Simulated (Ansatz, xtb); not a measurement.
## Ranking isomers of C3H4BrNSSi

5 gas-phase structures of C3H4BrNSSi, from a drawn sample of its isomers (lower ones may exist). Each was relaxed with GFN2-xTB:

A. `[SiH3]c1ncsc1Br`, a singlet
B. `[SiH3]c1scnc1Br`, a singlet
C. `[SiH3]c1ncc(Br)s1`, a singlet
D. `[SiH3]c1nc(Br)cs1`, a singlet
E. `[SiH3]c1csc(Br)n1`, a singlet

**Question.** Estimate their order in r2SCAN-D4/def2-SVP energy at these geometries, lowest first.

**Answer.** Calculated order at r2SCAN-D4/def2-SVP: B (0.0), D (3.3), E (4.1), C (5.5), A (6.2) kcal/mol. Less than 1 kcal/mol parts D and E; C and A, so the order within those pairs means little.

Energies above the lowest of each column, in kcal/mol; the last columns are at PBE0-D3(BJ)/def2-SVP geometries:

| structure | GFN2-xTB | HF/STO-3G | r2SCAN-D4/def2-SVP | PBE0-D3(BJ)/def2-SVP | CCSD(T)/def2-SVP + ΔMP2/def2-TZVPP |
| --- | --- | --- | --- | --- | --- |
| B | 0.0 | 0.1 | 0.0 | 0.0 | 0.0 |
| D | 1.5 | 0.5 | 3.3 | 3.0 | 2.7 |
| E | 3.3 | 0.0 | 4.1 | 4.3 | 4.3 |
| C | 4.4 | 2.2 | 5.5 | 5.8 | 5.8 |
| A | 3.0 | 2.7 | 6.2 | 6.0 | 6.0 |

Every level run on B puts it lowest or level with the lowest. D keeps a small imaginary mode. ΔMP2 is the change of the MP2 energy from the smaller to the larger basis.

Over these structures GFN2-xTB departs from r2SCAN-D4/def2-SVP by 0.9 kcal/mol on average once a common shift is removed. A GFN2-xTB relaxation took about 0.092 s and the r2SCAN-D4/def2-SVP energy about 4.5 s on a shared host (Ansatz 0.2.0, xtb 6.7.1).
